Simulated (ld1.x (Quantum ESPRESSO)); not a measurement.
**What one change does to a pseudopotential (Zr (Z = 40), TM)**

ld1.x (Quantum ESPRESSO) 7.5 input, shortened:

```
&input
   title='Zr', zed=40., rel=2, dft='PBE', iswitch=3,
   config='[Kr] 4d1 5s0 5p0', rel_dist='average'
 /
 &inputp
   pseudotype=2, tm=.true., lloc=0,
   nlcc=.true., new_core_ps=.true.
 /
3
5P  2  1   0.00   0.00  2.55  2.55  0.0
4D  3  2   1.00   0.00  1.70  1.70  0.0
5S  1  0   0.00   0.00  2.25  2.25  0.0
 &test
   configts(1)='4d1 5s0 5p0'
 /
```

Open shells are filled in proportion to 2j + 1 (rel_dist='average').

All-electron outer shells of the reference configuration (PBE, scalar-relativistic, ld1.x):

```csv
shell,level (eV),outermost node (bohr),outermost maximum (bohr)
4p,-59.17,0.56,1.17
4d,-28.20,0.58,1.49
5s,-24.29,1.43,2.68
5p,-18.97,1.61,3.11
```

Change: reference 4d2 5s2 5p0.

Cutoffs: the cutoffs (Ry, on a coarse ladder) from which the occupation-weighted sum of valence levels, in a spherical-Bessel basis at the reference potential, stays within 10 and 1 mRy of its value at 400 Ry; they do not see the model core or the augmentation charge, which bear on the density cutoff. Errors are all-electron minus pseudo energies relative to the spin-unpolarised reference configuration.

What does the change do?

The potential gets neither clearly harder nor softer (30 Ry and 40 Ry → 30 Ry and 45 Ry); both files keep a bound ghost (p); the range in which the s phases agree widens (upper end -1.2 → -0.0); the range in which the p1/2 phases agree widens (upper end 3.7 → at the end of the scan).

| quantity | base | changed |
| --- | --- | --- |
| cutoff, loose | 30 Ry | 30 Ry |
| cutoff, tight | 40 Ry | 45 Ry |
| bound ghosts | p1/2, p3/2 | p1/2, p3/2 |
| largest error over its own tests, meV | -294 | -364 |
| s: phases at 2.77 bohr within 0.05 rad from the reference energy up to (Ry; the scan ends near 5) | -1.2 | -0.0 |
| p1/2: phases at 2.77 bohr within 0.05 rad from the reference energy up to (Ry; the scan ends near 5) | 3.7 | to the end of the scan |
| p3/2: phases at 2.77 bohr within 0.05 rad from the reference energy up to (Ry; the scan ends near 5) | 4.3 | 0.7 |
| d3/2: phases at 2.77 bohr within 0.05 rad from the reference energy up to (Ry; the scan ends near 5) | -0.6 | 1.2 |
| d5/2: phases at 2.77 bohr within 0.05 rad from the reference energy up to (Ry; the scan ends near 5) | -0.6 | 1.2 |

 A true bound ghost makes a file unfit for plane-wave use even where its test errors are small: the radial tests pick states by their node count and pass the ghost by.
